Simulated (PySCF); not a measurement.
[Cu(SH)2]-, `[SH][Cu-][SH]` (charge -1 and singlet state). Level of theory: PySCF, PBE0-D3(BJ)/def2-SVP geometry optimisation, gas phase.

```
atom  x, y, z in Å
Cu1    0.0037   -0.0071   -0.0004
S2    -0.0662    0.0158    2.1954
H3     1.1814    0.5302    2.3212
S4     0.0717   -0.0303   -2.1965
H5    -1.1905   -0.5086   -2.3196
```

What is the repulsion energy of the bare nuclei, Σ ZA·ZB/RAB?

282.09 Eh over 10 pairs, with full nuclear charges and distances in bohr; the largest single term is 111.76 Eh (Cu1 with S2, or a pair equal to it).

Work out the bond lengths Cu1–S2, Cu1–S4, S2–H3, S4–H5 in Å.

For Cu1–S2 the difference vector is (-0.0699, 0.0229, 2.1958) Å, of length 2.1970 Å. Cu1–S2 2.197; Cu1–S4 2.197; S2–H3 1.355; S4–H5 1.355 Å.

How far apart are these pairs, which share no bond: Cu1···H3, Cu1···H5, S2···S4?

Cu1···H3 2.658 Å (2 bonds apart); Cu1···H5 2.656 Å (2 bonds apart); S2···S4 4.394 Å (2 bonds apart).

Where is the centre of mass (commonest isotopes), and what is the radius of gyration?

Mass 128.889 u; centre at (0.003, -0.007, 0.000) Å; Rg = √(Σ m r²/M) = 1.583 Å. As Ia + Ib + Ic = 2 Σ m r², the three principal moments sum to 645.8 u·Å².

What are the angles S2–Cu1–S4, Cu1–S2–H3, Cu1–S4–H5?

From the scalar product of the two bond vectors; for S2–Cu1–S4 it is -4.8275 Å² over 2.1970 × 2.1973 Å², cos θ = -1.000000. S2–Cu1–S4 179.9°; Cu1–S2–H3 93.9°; Cu1–S4–H5 93.8°.

The point group is C2h within 0.08 Å; differences among equivalent distances and angles are scatter left by the optimiser. Stationary, but not proved a minimum.

Hardware: one thread of an Arm Neoverse V2, shared host. Cost: 5.2 s of wall time. This is the geometry optimisation.
